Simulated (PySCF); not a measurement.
```xyz
8

C     -0.9188    -0.2797     0.0275
N      0.1324     0.7231     0.2250
C      1.3654     0.4239    -0.1789
N      2.4236     0.1722    -0.5861
H     -0.7708    -1.1714     0.6445
H     -0.9285    -0.5712    -1.0218
H     -1.8770     0.1775     0.2704
H      0.0945     1.2250     1.1014
```

Charge 0, multiplicity 1.

Task: Give the Mulliken and meta-Löwdin atomic charges from r2SCAN-D4/def2-TZVP run with PySCF.

Result: 
| atom | Mulliken (e) | meta-Löwdin (e) |
|---|---|---|
| C1 | -0.20 | -0.23 |
| N2 | -0.33 | -0.29 |
| C3 | 0.04 | 0.16 |
| N4 | -0.15 | -0.30 |
| H5 | 0.12 | 0.12 |
| H6 | 0.14 | 0.14 |
| H7 | 0.12 | 0.13 |
| H8 | 0.24 | 0.26 |
